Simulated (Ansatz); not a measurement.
```yaml
crystal:
  periodic: [false, false, false]
  atoms:
    - {symbol: N, position_ang: [1.468824, -0.018376, 1.232684]}
    - {symbol: C, position_ang: [1.061752, -0.568473, 0.183885]}
    - {symbol: I, position_ang: [2.322015, -2.084332, -0.653352]}
    - {symbol: N, position_ang: [-0.075883, -0.378492, -0.553273]}
    - {symbol: Ga, position_ang: [-1.456435, 0.815151, -0.214306]}
    - {symbol: H, position_ang: [0.821384, 0.691656, 1.576417]}
    - {symbol: H, position_ang: [-0.138146, -0.972908, -1.365218]}
    - {symbol: H, position_ang: [-2.593339, 0.756270, -1.271343]}
    - {symbol: H, position_ang: [-1.321572, 1.713104, 1.047407]}
basis:
  gaussian: {orbitals: ANO-RCC-VTZP}
hamiltonian: {xc: {name: r2SCAN0}}
```

```sh
$ ansatz run in.yaml --threads 4 --pin off --events-out ev --progress --plain --max-ram 10444MiB
```

It prints (some lines left out):

```
Functional definition: r2SCAN0
2255 factors; their error is unknown
mean field evaluation 1: about -250593.0571 eV, gradient 6.9e1 eV
mean field evaluation 2: about -250562.2389 eV, gradient 1.2e2 eV
mean field evaluation 4: about -250602.0535 eV, gradient 9.4e0 eV
mean field evaluation 8: about -250602.1975 eV, gradient 9.9e-2 eV
mean field evaluation 16: about -250602.6241 eV, gradient 1.3e-4 eV
mean field -250602.62413810 eV, -9209.4765725158 hartree, gradient 6.2e-5 eV, S^2 0.000000; 0 other end points of the search recorded, 0 dependent functions left out
reference -250602.62415790 eV, -9209.4765732431 hartree; 54, 54 occupied and 203, 203 virtual orbitals, 2255 factors
Total energy: -250602.62415790 eV, -9209.4765732431 hartree
Relativity: scalar
```

It took 17 s on 4 threads of an Arm Neoverse V1 on a shared host, with 1.2 GiB of host memory at the peak.
